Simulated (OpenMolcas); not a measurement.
**Ne VI: effect of the active space**

```yaml
Program: OpenMolcas
Method: SS-CASPT2 or its RAS form, IPEA 0.25 Eh, imaginary shift 0.1 Eh
Basis: ANO-RCC-VTZP
Scalar_Hamiltonian: DKH2, point nucleus
Spin-orbit_coupling: state interaction with AMFI integrals over the reference wave functions, term energies averaged over their components
```

A. 3 electrons in 4 orbitals (2s 2p); 2S+1 = 4 odd, 1 root; 2S+1 = 2 odd, 8 roots (3 in the spin-orbit step); 2S+1 = 4 even, 3 roots; 2S+1 = 2 even, 9 roots; closed shells correlated: 1s; CASPT2 step of the order of 1.6 core-seconds
B. 3 electrons in 8 orbitals (2s 2p 3s 3p); 2S+1 = 4 odd, 1 root; 2S+1 = 2 odd, 3 roots; 2S+1 = 4 even, 3 roots; 2S+1 = 2 even, 9 roots; closed shells correlated: 1s; CASPT2 step of the order of 3 core-seconds
C. 3 electrons in 9 orbitals (RAS2 2s 2p; RAS3 3d, at most 2 electrons); 2S+1 = 4 odd, 1 root; 2S+1 = 2 odd, 11 roots (3 in the spin-orbit step); 2S+1 = 4 even, 3 roots; 2S+1 = 2 even, 9 roots; closed shells correlated: 1s; CASPT2 step of the order of 6 core-seconds

Energies in cm⁻¹ above 2s² 2p ²P°_1/2, the measured ground level; measured values from NIST levels in Podobedova, Fuhr, Reader and Wiese, J. Phys. Chem. Ref. Data 33, 525 (2004).

| Level | A | B | C | Measured |
| --- | --- | --- | --- | --- |
| 2s² 2p ²P°_1/2 | 0.0 | 0.0 | 0.0 | 0.0 |
| 2s² 2p ²P°_3/2 | 1241 | 1292 | 1232 | 1310 |
| 2s 2p² ⁴P_1/2 | 99400 | 99610 | 100010 |  |
| 2s 2p² ⁴P_3/2 | 99850 | 100060 | 100450 |  |
| 2s 2p² ⁴P_5/2 | 100580 | 100790 | 101180 |  |
| 2s 2p² ²D_3/2 | 179640 | 179720 | 179990 | 179021 |
| 2s 2p² ²D_5/2 | 179650 | 179730 | 180000 | 178992 |
| 2s 2p² ²S_1/2 | 231780 | 232020 | 232400 | 230853 |
| 2s 2p² ²P_1/2 | 251080 | 250920 | 250680 | 249292 |
| 2s 2p² ²P_3/2 | 251930 | 251780 | 251520 | 250112 |

Deviations, from unrounded energies. A percentage is the sum of absolute deviations over the sum of measured energies, with the sign that they share, or ± where signs differ.

```csv
Against measurement,Levels,A,B,C
mean absolute deviation (cm-1),6,980,990,1100
fine structure of the ground term (%),1,-5.3,-1.4,-6.0
other configurations (%),5,+0.5,+0.5,+0.6
```

A, B lie about equally close to measurement and C furthest from it. The largest miss of A in the table is 2s 2p² ²P_3/2, by +1800 cm-1. The ranking rests on the paired levels alone, and a cruder setting can come out closer through cancelling errors.

Among A to C the level of the table that moves most is 2s 2p² ²S_1/2, by 620 cm-1 (lowest in A, highest in C). Moves below CASPT2's spread within the term are not significant.

CASPT2 does not keep the components of a term degenerate, so their means are used; among the terms shown or strongly mixed into the levels shown the widest spread is 11 cm-1 (2s 2p² ²P, B). Active for correlation alone: 3p 3s; no level in the range computed is led by a configuration that fills them, so any true level of that kind is missing (holds for B). Active for correlation alone: 3d; no level in the range computed is led by a configuration that fills it, so any true level of that kind is missing (holds for C). Computed and measured levels are paired by configuration, term and J; levels that our copy of the source lacks, or whose pairing is in doubt (as where it misses far off the trend of its configuration), stay unpaired and out of the deviations. Only configurations of the active space appear. The table leaves out levels that lie high or whose names do not pair safely across all columns.

° marks odd parity.
